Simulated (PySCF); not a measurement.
Levels of S¹¹⁺ from EOM-EA-GCCSD

Reference: closed-shell S¹²⁺, [He] 2s2; one electron is added. Calculated with PySCF 2.14, two-component X2C-1e with screened spin-orbit coupling, an even-tempered Gaussian basis (18 s from 0.43 bohr⁻², ratio 2.6; 11 p from 0.55 bohr⁻², ratio 2.6; 7 d from 0.57 bohr⁻², ratio 2.8; 4 f from 13 bohr⁻², ratio 2.8); frozen nothing; the 30 highest virtual spinors dropped; of the others 56 kept and the rest restored at second order. No Breit or QED terms. Binding energies in eV.

```csv
level,Koopmans,second order,EOM-CCSD
2p1/2,564.56,565.54,564.73
2p3/2,562.83,563.82,563.08
```

For comparison, the ionisation energy of S¹¹⁺ is 564.41 ± 0.05 eV (semi-empirical (NIST evaluation); NIST Atomic Spectra Database, ionization energies).

Only part of the computed levels is shown.

The screened spin-orbit operator tends to give fine-structure splittings of light species too large.
